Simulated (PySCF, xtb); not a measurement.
Pb(H)(OMe) (CH₄OPb), SMILES C[O][PbH] (connectivity only; charge and spin as stated), neutral, multiplicity 1.

Harmonic wavenumbers (cm⁻¹) from GFN2-xTB run with xtb at its own minimum, in rising order: 95, 179, 278, 323, 509, 1102, 1135, 1155, 1416, 1482, 1487, 1488, 2870, 2880, 2905.

Q: What does PBE0-D3(BJ)/def2-SVP run with PySCF give at its own minimum? (Estimate from the structure and the level; the computed values follow.)

A: 118, 223, 259, 480, 564, 1158, 1168, 1184, 1460, 1464, 1468, 1560, 2969, 3047, 3052. Paired by order, the mean absolute difference is 65 cm⁻¹ and the zero-point energies are 27.6 and 28.8 kcal/mol.
